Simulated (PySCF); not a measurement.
## (HBe-mu-Cl)2: computed shieldings and shifts

(HBe-mu-Cl)2, Be2Cl2H2, point group D2h.

Bonds: Be1-Cl3 2.047 Å, Be1-Cl6 2.045 Å, Cl3-Be4 2.045 Å, Be4-Cl6 2.047 Å. Be1 carries H2; Be4 carries H5.

GIAO calculations in PySCF 2.14.0 with density-fitted response routines on the PBE0-D3(BJ)/def2-SVP structure: isolated species, non-relativistic, equivalent atoms averaged; basis pcSseg-1.

(1) Give the isotropic shieldings (ppm) with PBE0, wB97X-D.

(2) And the chemical shifts, against references computed in the same way?

(3) Which part of the shielding of Cl3/Cl6 depends on the functional?

## Answers

(1) 
| atoms | environment | PBE0 | wB97X-D |
| --- | --- | --- | --- |
| Cl3/Cl6 | chlorine bonded to 2 Be | 836 | 860 |
| Be1/Be4 | Be bonded to 2 Cl, H | 92 | 96 |
| H2/H5 | hydrogen on a Be bonded to 2 Cl | 27.03 | 27.24 |
| HOMO–LUMO gap (eV) | – | 7.85 | 11.66 |

(2) 
```csv
atoms,"nucleus, reference",PBE0,wB97X-D
Cl3/Cl6,"$^{35}$Cl, HCl",107,80
H2/H5,"$^{1}$H, TMS",4.24,4.14
```

(3) Diamagnetic: PBE0 1151, wB97X-D 1151 ppm; paramagnetic: PBE0 -315, wB97X-D -291 ppm. The diamagnetic part, set mainly by inner electrons, hardly moves; the paramagnetic part goes with low-lying magnetically allowed excitations and carries the spread.
